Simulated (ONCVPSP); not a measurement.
**N: one change to an ONCV potential, before and after**

nitrogen (N), optimised norm-conserving Vanderbilt (ONCV), made with ONCVPSP 4.0.1 (PBE, scalar-relativistic). Core [He], reference 2s1.5 2p3.5. Waves: 2s: rc 1.15 bohr, ncon 4, nbas 7, qcut 6.1 1/bohr, local; 2p: rc 1.90 bohr, ncon 4, nbas 9, qcut 8.3 1/bohr, 2 projectors, debl 0.8 Ha. Local part: the s channel. Core correction: Teter function fitted to the true core (icmod 2), fcfact 0.7.

All-electron outer shells of the reference configuration (PBE, scalar-relativistic, ld1.x):

```tsv
shell	level (eV)	outermost node (bohr)	outermost maximum (bohr)
1s	-385.14	–	0.15
2s	-18.81	0.32	1.02
2p	-7.30	–	0.97
```

Change: s: qcut 7; p: qcut 9.5.

Cutoffs: the cutoffs (Ha) at which the residual kinetic energy of the hardest occupied pseudo-wave falls to 1 and 0.1 mHa per electron; they do not see the model core or the augmentation charge, which bear on the density cutoff. Errors are all-electron minus pseudo energies relative to the spin-unpolarised reference configuration.

**Question.** Predict the effect on cutoff, ghosts and configuration errors.

**Answer.** The potential gets softer (34 Ha and 84 Ha → 23 Ha and 73 Ha); of the 4 tests that both files solve, the error grows in 2 and shrinks in 2 by more than 15 % and 0.3 meV (median size 39.0 → 33.1 meV); neither file shows a bound ghost.

| quantity | base | changed |
| --- | --- | --- |
| cutoff, loose | 34 Ha | 23 Ha |
| cutoff, tight | 84 Ha | 73 Ha |
| loose cutoff by channel | s 34 Ha, p 20 Ha | s 22 Ha, p 23 Ha |
| bound ghosts | none | none |
| GHOST(+) flags under 300 eV | none | none |
| error for 2s2 2p3, meV [ΔE -5.75 eV] | +0.5 | +1.1 |
| error for 2s2 2p2, meV [ΔE 7.84 eV] | +74 | +57 |
| error for 2s2 2p1, meV [ΔE 36.69 eV] | +427 | +329 |
| error for 2s0 2p5, meV [ΔE 17.29 eV] | +4.4 | +9.5 |
| s: phases at 1.16 bohr within 0.05 rad from the reference energy up to (Ha; the scan ends near 5) | 3.6 | 4.0 |
| p: phases at 1.92 bohr within 0.05 rad from the reference energy up to (Ha; the scan ends near 5) | to the end of the scan | to the end of the scan |
| rms error of d²Exc/dni dnj with the model core, mHa | 1.96 | 1.89 |
